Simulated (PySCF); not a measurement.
# Radial density of Rh(2+) (rhodium, charge +2)

LC-wPBE, [Kr] 4d6 5p1, one real determinant (an excited configuration). All numbers are calculated (PySCF 2.14, scalar relativity by spin-free X2C-1e, in x2c-TZVPPall (8s6p6d2f1g, 79 functions)).

```tsv
r (bohr)	4πr²ρ (e/bohr)	4πr²(ρα − ρβ)
0.0349	51.65	0.0059
0.0586	52.91	0.0289
0.0986	71.90	0.1511
0.166	50.81	0.5842
0.279	55.33	0.7622
0.469	32.45	-0.0018
0.790	14.88	2.2050
1.33	9.738	3.0642
2.23	1.665	1.0626
3.76	0.2973	0.2835
6.32	0.007675	0.0077
10.6	0.0001150	0.0001
```

Densities and radii are taken from the X2C orbitals without a picture-change correction, which distorts them close to the nucleus.

⟨L²⟩ = 8.02 against 12 for a pure F term, so this real determinant mixes terms.
